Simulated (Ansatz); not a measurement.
System: SnH2, charge 0, multiplicity 1. SMILES: [SnH2]
Geometry from a B3LYP-D3(BJ)/def2-TZVP (Ansatz, a quantum-chemistry and plane-wave program) optimisation:
```
Sn
H 1 1.7807
H 1 1.7807 2 90.56
```

Quantity: vertical triplet-singlet gap (E(triplet) - E(singlet); each state is the SCF solution reached for its spin; for the singlet the Hartree-Fock reference is unstable and T1 is 0.014), in kcal/mol. Cores are frozen in the correlated levels unless marked. Open shells are spin-unrestricted. No spin-orbit coupling. The frozen core is the preceding noble-gas configuration, with the filled d and f shells of earlier blocks. In def2 rows, elements after Kr have scalar-relativistic effective core potentials. CBS marks a two-point X^-3 extrapolation of the correlation energy; Hartree-Fock from the larger set.

```tsv
level	program	vertical triplet-singlet gap (kcal/mol)
SCS-MP2/def2-SVPD	Ansatz	32.9
CCSD/def2-SVPD	Ansatz	?
CCSD/def2-QZVPPD	Ansatz	?
CCSD(T)/CBS(def2-TZVPPD,def2-QZVPPD)	Ansatz	33.4
```

Question: What belongs in the gaps?

Answer: 
- CCSD/def2-SVPD, vertical triplet-singlet gap (kcal/mol): 32.2
- CCSD/def2-QZVPPD, vertical triplet-singlet gap (kcal/mol): 33.3
